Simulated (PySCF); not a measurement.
# Two-component Hartree-Fock for Yb³³⁺ (ytterbium, charge +33)

Start: [Kr] 4d1; 4d5/2 filled at m_j = +5/2. Calculated with PySCF 2.14 in an even-tempered Gaussian basis (17 s from 3.3 bohr⁻², ratio 2.8; 14 p from 4.3 bohr⁻², ratio 2.8; 9 d from 4.3 bohr⁻², ratio 2.8; 3 f from 15 bohr⁻², ratio 3): generalised Hartree-Fock with the X2C-1e Hamiltonian and a Gaussian nucleus; one run each with spin-orbit coupling (SO) screened by Boettger's factors, then bare. This is a chosen level, not necessarily the ground level.

```csv
spinor shell,electrons,"ε, screened SO (eV)","ε, bare SO (eV)",weight of nominal j (bare SO),"rms radius, bare SO (bohr)"
1s1/2,2,-62960.8,-62959.8,1.000,0.0223
2s1/2,2,-11903.3,-11903.0,1.000,0.0901
2p1/2,2,-11396.3,-11421.9,1.000,0.0766
2p3/2,4,-10344.2,-10335.4,1.000,0.0838
3s1/2,2,-3732.0,-3731.9,1.000,0.229
3p1/2,2,-3510.2,-3515.8,1.000,0.219
3d3/2,4,-2907.1,-2912.3,1.000,0.206
3d5/2,6,-2857.6,-2854.3,1.000,0.210
4s1/2,2,-1633.4,-1633.4,1.000,0.481
4p1/2,2,-1532.3,-1534.0,0.999,0.483
4p3/2,4,-1464.1,-1463.5,1.000,0.509
4d5/2,1,-1311.1,-1310.2,1.000,0.500
```

Problem. Where does 3p3/2 lie, and what is the 3p spin-orbit splitting (bare SO)?

Solution. At -3275.0 eV, 240.74 eV above 3p1/2.

| quantity | screened SO | bare SO |
| --- | --- | --- |
| E (hartree) | -13465.47601 | -13466.33778 |
| M_J | 5/2 | 5/2 |
| ⟨J²⟩ | 8.752 | 8.752 |
| ⟨L²⟩ | 6.065 | 6.070 |
| ⟨S²⟩ | 0.814 | 0.819 |

Each row is a mean over spinors that exchange with the open shell spreads, by up to 13.413 eV (4p3/2).

Breit and QED terms are absent; they matter most for the inner s and p1/2 levels.

Densities and radii are taken from the X2C orbitals without a picture-change correction, which distorts them close to the nucleus.
